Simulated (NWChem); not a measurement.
BSiH$_{5}$O$_{3}$; SMILES B(O)(O[SiH3])O

```xyz
10

B      0.0332     0.9590     0.0000
O      0.8137     2.0776     0.0000
H      0.3343     2.9084     0.0000
O     -1.3389     0.9600     0.0000
H     -1.7603     1.8220     0.0000
O      0.6658    -0.2449     0.0000
Si     0.0371    -1.7914     0.0000
H     -0.7906    -2.0311    -1.2190
H     -0.7906    -2.0311     1.2190
H      1.1975    -2.7247     0.0000
```
Atoms are numbered in this order, from 1.

Results from NWChem. Medium grid unless said otherwise, to which SCAN and Minnesota functionals are sensitive. Structure relaxed at the PBE0/def2-SVP level. B3LYP is NWChem's, with the RPA form of VWN correlation.

### Question
Order these by “orbital gap (eV)”, lowest first: Hartree-Fock/def2-SVP; PW6B95/def2-SVP; PBE/def2-SVP; LC-BLYP (range parameter 0.33 per bohr)/def2-SVP.

### Answer
PBE/def2-SVP (6.79), PW6B95/def2-SVP (9.35), LC-BLYP (range parameter 0.33 per bohr)/def2-SVP (13.17), Hartree-Fock/def2-SVP (16.22)
